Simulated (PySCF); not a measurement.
Static response to an electric field

C₄H₄ClFO.
Cartesian coordinates in Å at the GFN2-xTB level; atoms count from 1:
```xyz
11
C4H4ClFO angstrom
C     -2.3102   -0.1185    0.5299
C     -1.1621   -0.4110   -0.0645
Cl    -1.0654   -1.7289   -1.1991
O     -0.0520    0.3037    0.1786
C      1.1689   -0.0306   -0.3123
C      2.2590    0.6738   -0.0364
F      2.2490    1.7655    0.7427
H     -2.3564    0.6931    1.2313
H     -3.2037   -0.6739    0.3269
H      1.2393   -0.9022   -0.9475
H      3.2392    0.4316   -0.4111
```

Level: wB97X-D/def2-SVPD (PySCF), static field, nuclei fixed, core orbitals frozen in the response. The polarisability tensor in these axes (au):

```
x   94.74  9.26 -5.61
y    9.26 63.36 11.74
z   -5.61 11.74 57.32
```

Task: What are the eigenvalues, a third of the trace, and Δα (Δα² = ½Σ(αi − αj)² over the three pairs)?

Result: Principal values 46.09, 71.91 and 97.42 au; mean 71.81 au = 10.64 Å³ = 11.84 × 10⁻⁴⁰ C²·m²/J; Δα = 44.46 au (62 % of the mean).

Task: What is the dipole moment, and where does it point?

Result: (0.11, -1.09, -0.68) D, 1.29 D in size, pointing from the negative to the positive side. Measured along this direction, the outermost atoms are F7 at the negative end and Cl3 at the positive end.

Task: Traceless (Buckingham) quadrupole moment about the centre of nuclear charge: eigenvalues?

Result: -7.53, -3.87, 11.40 D·Å. The values depend on the origin, since the dipole doesn't vanish. The electronic extent ⟨r²⟩ about the same centre is 1131 bohr², a root-mean-square distance of 2.26 Å for the 62 electrons.

Task: In TDDFT the mean static polarisability is Σ f/ω² over all singlet excitations (ω in hartree). How much of it do the 8 lowest give? Their energies (eV) and oscillator strengths: 6.04, 0.0033; 6.23, 0.5592; 6.51, 0.0323; 7.17, 0.1619; 7.27, 0.0032; 7.48, 0.0045; 7.71, 0.1352; 7.88, 0.0027.

Result: They add up to 15.44 au, 21.5 % of the 71.81 au; the largest single term is 10.66 au, from the state at 6.23 eV. Terms in order: 0.07, 10.66, 0.56, 2.33, 0.05, 0.06, 1.68, 0.03 au. Higher excitations give the rest. The strengths listed sum to 0.902.

Task: Find the Langevin capture rate constant for H3+ (3.023 u) meeting this molecule (121.993 u), k = 2.342 × 10⁻⁹ cm³/s × √(α in Å³ / reduced mass in u).

Result: The reduced mass is 2.95 u, so k = 4.45 × 10⁻⁹ cm³/s. The formula leaves out the permanent dipole, which adds to the capture rate.

Isolated species at its GFN2-xTB geometry (one conformer only).
